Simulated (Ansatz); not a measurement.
Mulliken charges of `[O]=[W](=[O])([OH])[Cl]` from PBE/def2-TZVPP in Ansatz (PBE0-D4/def2-TZVP geometry).

| atom | x (Å) | y (Å) | z (Å) | charge (e) |
| --- | --- | --- | --- | --- |
| O1 | -0.496 | -1.862 | -0.423 | -0.331 |
| W2 | 0.172 | -0.312 | -0.231 | 1.001 |
| O3 | 1.612 | -0.473 | 0.654 | -0.328 |
| O4 | -1.043 | 0.747 | 0.720 | -0.354 |
| Cl5 | 0.643 | 0.566 | -2.266 | -0.211 |
| H6 | -0.846 | 1.271 | 1.500 | 0.223 |

Q: By hand: the dipole of these point charges (1 e Å = 4.8032 D).

A: Σ q r = (-0.147, 0.359, 0.252) e Å, of length 0.463 e Å = 2.22 D.

Q: How does the dipole of the full density compare? (Estimate.)

A: The calculation gave: (-0.171, 0.578, 0.221) e Å, 3.08 D; the point charges give 0.72 times that, at 14° from its direction.

Point charges leave out the atoms' own dipoles, such as those of lone pairs, and Mulliken's split depends on the basis, so the two needn't agree.
